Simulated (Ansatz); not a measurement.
The cluster CrPb12, relaxed as a singlet with RKS PBE-D4/def2-SVP in Ansatz, starting from the GFN1-xTB geometry. Force threshold 0.03 eV/Å.

In the def2 sets Pb takes a core potential; there is no spin–orbit coupling. The restricted singlet is unstable: a solution with broken spin symmetry lies lower. The structure comes from a short search, and lower isomers may exist.

Start:

| atom | x (Å) | y (Å) | z (Å) |
| --- | --- | --- | --- |
| Cr1 | 0.1770 | 2.1269 | -1.2221 |
| Pb2 | 0.8478 | -1.3435 | 2.8875 |
| Pb3 | 1.7997 | -0.0601 | -2.1589 |
| Pb4 | -1.5158 | 0.5324 | -2.7401 |
| Pb5 | 2.0581 | -2.3950 | 0.0020 |
| Pb6 | 2.6720 | 0.6204 | 1.0422 |
| Pb7 | -1.0349 | -3.0660 | 0.9305 |
| Pb8 | -0.2407 | -0.1763 | 0.2015 |
| Pb9 | 1.2981 | 3.5019 | 0.7926 |
| Pb10 | -0.2390 | 1.6663 | 2.6902 |
| Pb11 | -3.1011 | -0.9996 | -0.5145 |
| Pb12 | -2.3200 | 2.0256 | 0.2396 |
| Pb13 | -0.4012 | -2.4330 | -2.1505 |

```
step  energy (eV)  largest force component (eV/Å)  SCF passes
   1  -91417.6812                           1.278         110
   2  -91418.4023                           0.500          59
   3  -91418.5726                           0.346          51
   4  -91418.6333                           0.169          40
   5  -91418.6688                           0.108          39
   6  -91418.6876                           0.149          40
   7  -91418.7030                           0.085          38
   8  -91418.7265                           0.201          44
   9  -91418.7941                           0.319          45
  10  -91418.8939                           0.361          44
  11  -91419.1645                           0.407          43
  13  -91419.6127                           0.486          34
  15  -91419.9379                           0.152          33
  17  -91419.9716                           0.646          34
  19  -91420.2144                           0.663          41
  21  -91420.7199                           0.660          33
  23  -91421.1536                           0.358          33
  25  -91421.3796                           0.127          31
  27  -91421.3910                           0.092          28
  29  -91421.3925                           0.031          26
  30  -91421.3927                           0.003          27
```

Force components are those of the run's own axes.

End:

```xyz
13

Cr   -0.224    0.650   -0.314
Pb    0.980   -1.293    2.669
Pb    2.211    0.236   -2.212
Pb   -1.000    1.135   -2.875
Pb    2.154   -2.253   -0.173
Pb    2.879    0.684    0.959
Pb   -0.894   -2.928    0.621
Pb   -2.101   -0.417    2.256
Pb    1.133    2.995   -0.543
Pb    0.253    1.838    2.528
Pb   -2.873   -0.888   -0.888
Pb   -2.335    2.228    0.359
Pb   -0.182   -1.987   -2.387
```

Bonds lost: Pb3–Pb8, Pb4–Pb8, Pb5–Pb8, Pb6–Pb8, Pb8–Pb13 (atoms count from 1). Bonds formed: Cr1–Pb6, Cr1–Pb10, Cr1–Pb11, Cr1–Pb13, Pb3–Pb9 (atoms count from 1). Metal–metal contacts that move far: Cr1–Pb8 2.74 to 3.36 Å.

No frequencies were taken in this run, so the end may be a saddle point.

Hardware: 2 threads of AMD EPYC 7R13 on a shared host and a share (18 GiB) of an NVIDIA H100 80GB HBM3. Wall time 2.4 min, peak host memory 1.1 GiB.
